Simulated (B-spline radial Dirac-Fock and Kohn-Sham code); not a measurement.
# Kohn-Sham estimates against Dirac-Fock for the levels of Sc¹⁶⁺

System: Sc¹⁶⁺ in the configuration [He] 2s2 2p1.

The density-functional columns are spherical, spin-unpolarised Dirac-Kohn-Sham results without Breit or QED terms: −ε is minus the orbital energy of the initial state and ΔSCF the difference of two total energies. The reference in the last column comes from multi-electron Dirac-Fock with separately optimised hole states, Breit and Lamb-shift corrections added in first order. All numbers are from a radial B-spline solver, in eV; a selection of levels is shown. The Kohn-Sham columns are given as differences from the reference.

```csv
level,LDA −ε − DF,LDA ΔSCF − DF,Dirac-Fock
K,-139.4,+11.9,5336.0
L1,-31.3,+4.7,1130.6
"L2,3",-46.0,-3.8,1090.9
```

Values without a named source are computed, but for edge energies of neutral atoms, which are taken from tables.
